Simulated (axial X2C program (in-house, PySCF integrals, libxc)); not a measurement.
## RbB⁻: properties at the nuclei

Calculated with an axial X2C code built on PySCF integrals: two-component X2C with atomic mean-field Coulomb and Gaunt terms, Gaussian nuclei, basis Rb dyall-acv3z, B dyall-av3z with contracted cores.

R = 2.841 Å (near the PBE0 minimum at charge -1 of the determinant lowest at the starting distance; the state shown can have its own minimum elsewhere).

Input and command:
```json
{"zs": [37, 5], "q": -1, "bas": ["dyall-acv3z", "dyall-av3z"], "r0": 2.95, "levels": ["PBE0", "HF", "PBE50", "PBE", "LDA"], "nst": 3}
```
```bash
python soeom.py task.json out
```

Keys: zs atomic numbers; q charge; bas basis sets; r0 starting distance in Å; levels methods; nst determinants followed.

Determinant lowest in the PBE0 search, Ω = 3/2 (⟨Sz⟩ = 1.50, ⟨Lz⟩ = 0.00 at PBE0), spin on the atoms Rb 0.50, B 1.00:

```csv
level,Eeff magnitude (GV/cm),Ws magnitude Rb (kHz),A∥/gI Rb (MHz),qzz Rb (a.u.),A∥/gI B (MHz),qzz B (a.u.)
PBE0,0.601,0.178,238,-0.27,-18.2,0.40
PBE50,0.691,0.206,193,-0.34,-21.3,0.41
```

Eeff is the effective electric field on the electron electric dipole moment in this Ω state and Ws the scalar–pseudoscalar constant of the nucleus named (defined with the proton number Z and per Ω); A∥ (defined per Ω) follows by multiplying with gI = μI/(I μN); qzz is the electric field gradient, eQq0 = 234.96 MHz × Q/barn × qzz. The operators were transformed with the bare-nucleus X2C matrices; with these basis sets, hyperfine constants and field gradients can be off by tens of per cent, and where levels differ in sign neither size nor sign is settled.

(1) With gI(85Rb) = 0.5412, Q(85Rb) = 0.276 barn, gI(11B) = 1.7924, Q(11B) = 0.04059 barn (g factors from the IAEA table of nuclear moments by Stone; Q from Pyykkö, Mol. Phys. 2018), turn the PBE0 values of the first state into constants in MHz.

Each state is one determinant with collinear spin, which with several unpaired electrons need not be a pure state. For an anion, determinants above electron detachment, or with a positive highest level, are held by the basis set. This is the top spin component of a Σ state; components of lower Ω are not single determinants and can lie lower. With several open shells hyperfine constants can be off by a factor of several. Left out as unconverged or as another state under the same occupation: HF, LDA, PBE in at least one table. States lie within half an eV, so the first need not be the ground state. Further determinants of the search, some of them spin-mixed, are not shown.

Answers

(1) A∥(85Rb) = 238 × 0.5412 = 129 MHz; eQq0(85Rb) = 234.96 × (0.276) × (-0.27) = -17.5 MHz; A∥(11B) = -18.2 × 1.7924 = -32.6 MHz; eQq0(11B) = 234.96 × (0.04059) × (0.40) = 3.81 MHz.
